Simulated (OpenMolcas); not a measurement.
V3+: moving the ligands

V3+ with 6 ligands (water) in octahedral coordination (Th) at 2 Å. Ligand basis ANO-RCC-VDZP.
```
V     0.0000    0.0000    0.0000
O     2.0000    0.0000    0.0000
H     2.5770    0.7797    0.0000
H     2.5770   -0.7797    0.0000
O     0.0000    2.0000    0.0000
H     0.0000    2.5770    0.7797
H     0.0000    2.5770   -0.7797
O    -2.0000    0.0000    0.0000
H    -2.5770    0.7797    0.0000
H    -2.5770   -0.7797    0.0000
O     0.0000   -2.0000    0.0000
H     0.0000   -2.5770    0.7797
H     0.0000   -2.5770   -0.7797
O     0.0000    0.0000    2.0000
H     0.7797    0.0000    2.5770
H    -0.7797    0.0000    2.5770
O     0.0000    0.0000   -2.0000
H     0.7797    0.0000   -2.5770
H    -0.7797    0.0000   -2.5770
```

| Property | Result |
| --- | --- |
| Program | OpenMolcas |
| Method | SS-CASPT2, IPEA 0.25 Eh, imaginary shift 0.1 Eh (closed shells correlated: 3s 3p and the ligand valence shells) |
| Basis | ANO-RCC-VTZP [6s5p3d2f1g] |
| Scalar Hamiltonian | DKH2, point nucleus |
| Active space | 2 electrons in 5 orbitals (3d) |
| State averaging | 2S+1 = 3 even, 10 roots; 2S+1 = 1 even, 15 roots |
| Spin-orbit coupling | state interaction with AMFI integrals over the reference wave functions |

Runs around this geometry, states (labels of O, taken over from Oh, the nearest higher group). Energies in cm-1 above the lowest state or level, χT in cm3 K/mol; under a threefold ground state the first gap can be a small split of the lowest multiplet, not the spin-orbit step; 10Dq and B are least-squares fits to the states below 45000 cm-1, weighted by degeneracy, with a free offset, and given where the rms deviation is under 5 % of |10Dq| (or 100 cm-1) and under 700 cm-1.

| R (Å) | Ground state | First state of that spin | 10Dq | B (rms of fit) | First gap with spin-orbit (degeneracies) | χT at 300 K | First state of another spin |
| --- | --- | --- | --- | --- | --- | --- | --- |
| 1.89 | 3T1 | 3T2 21810 | 23321 | 763 (293) | 3 (2, 3) | 0.904 | 1T2 10010 |
| 2 | 3T1 | 3T2 16140 | 17652 | 777 (232) | 5 (2, 3) | 0.898 | 1T2 10480 |
| 2.1 | 3T1 | 3T2 12400 | 13752 | 790 (194) | 6 (2, 3) | 0.893 | 1T2 10700 |

Taking |10Dq| as R^-n, n = -ln(13752 / 23321) / ln(2.1 / 1.89) = 5.0 between the shortest and longest distance. The point-charge formula for a cubic d site gives n = 5.

Roots that are degenerate in the reference are averaged as groups; the widest CASPT2 spread within a group is 1000 cm-1 (the 3-fold group of multiplicity 1 near 32700 cm-1 above the lowest state of its run, R = 1.89). Shifts and gaps below about the spread of the groups concerned are not significant. Over all roots computed the reference weight is 0.70 to 0.71 in R = 1.89, 0.70 to 0.71 in R = 2, 0.70 to 0.71 in R = 2.1; a low but even weight reflects the number of correlated electrons. An orbital triplet at a regular site is open to Jahn-Teller coupling, which can distort the site and quench the lowest spin-orbit gaps and is left out. Ligand-to-metal charge-transfer states are missing. With no ligand orbital active B as a rule stays too high, so bands that hang on it stand too high and its fall with covalency is understated. With one d shell and no ligand orbital active, 10Dq can be off by a tenth or more. Free-ion shares, where given, are those of the reference states; single-state CASPT2 does not remix them (holds for R = 2.1). No measured value stands beside these numbers; the geometry was imposed, not optimised, and the real ion may take another.
